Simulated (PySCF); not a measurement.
C₃H₅BN₂O, SMILES OB(C)/C=N\C#N. Atoms are numbered in the order given.

```xyz
12

C     -1.5889    -0.6967     0.0000
B     -0.1144    -1.2028     0.0000
O      0.1387    -2.5308     0.0000
C      1.1658    -0.2352     0.0000
N      1.2158     1.0471     0.0000
C      0.1513     1.8410     0.0000
N     -0.6827     2.6548     0.0000
H     -1.7894    -0.0542     0.8738
H     -2.3023    -1.5325     0.0000
H     -1.7894    -0.0542    -0.8738
H      1.0746    -2.7616     0.0000
H      2.1681    -0.7049     0.0000
```

Coordinates come from a PBE0-D3(BJ)/def2-SVP optimisation. The structure was generated by enumeration; whether it is a known compound was not checked. The values are those of a single conformer.

Method: B3LYP/def2-TZVP (PySCF).

ESP charges are fitted to the potential on shells at 1.4 to 2.0 van der Waals radii. Atomic charges (e):

```csv
atom,IAO,Mulliken,ESP fit,Löwdin
C1,-0.58,-0.39,-0.60,-0.24
B2,0.40,0.19,0.53,-0.68
O3,-0.50,-0.35,-0.60,___
C4,-0.06,-0.08,0.13,-0.08
N5,-0.21,-0.15,-0.46,___
C6,0.23,-0.02,0.63,___
N7,-0.28,-0.04,-0.54,0.05
H8,0.17,0.14,0.15,___
H9,0.16,0.12,0.17,___
H10,0.17,0.14,0.15,___
H11,0.37,0.31,0.38,___
H12,0.14,0.11,0.06,0.15
```

Problem. Some entries are withheld; supply them. (The exact figures need the calculation; the answer reports its results.)

Solution. 
- O3, Löwdin: 0.24
- N5, Löwdin: 0.19
- C6, Löwdin: -0.30
- H8, Löwdin: 0.16
- H9, Löwdin: 0.15
- H10, Löwdin: 0.16
- H11, Löwdin: 0.21

Problem. Give the Mayer and Wiberg (Löwdin basis) orders of the bonds. (An estimate is asked for; the answer gives what the named calculation found.)

Solution. 
| bond | Mayer | Wiberg |
|---|---|---|
| C1–B2 | 1.07 | 1.34 |
| B2–O3 | 1.41 | 2.02 |
| B2–C4 | 0.95 | 1.10 |
| C4–N5 | 1.78 | 2.08 |
| N5–C6 | 1.22 | 1.64 |
| C6–N7 | 2.92 | 3.22 |
| C1–H8 | 0.93 | 0.84 |
| C1–H9 | 0.95 | 0.86 |
| C1–H10 | 0.93 | 0.84 |
| O3–H11 | 0.87 | 0.94 |
| C4–H12 | 0.93 | 0.83 |
